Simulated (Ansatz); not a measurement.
A structure relaxed at r2SCAN-D4/def2-SVPD in Ansatz, charge -1, doublet:

```xyz
6

Li    1.177   -0.618   -0.384
Li    3.813    1.849   -1.147
Li   -2.798   -0.136    0.871
Br   -0.920   -1.509    0.248
Br    3.436   -0.544   -1.086
Br   -4.708    0.957    1.497
```

Give its formula and point group.

the cluster Li3Br3⁻. Point group Cs (tolerance 0.1 Å).

Summarise the bond lengths by kind (pairs closer than 1.2 times the sum of covalent radii, bridged metal pairs left out).

5 × Br–Li 2.29 to 2.42 Å.

Another isomer (doublet) lies 0.28 eV lower at PBE0-D4/def2-TZVPD; other spin states weren't run for this one.
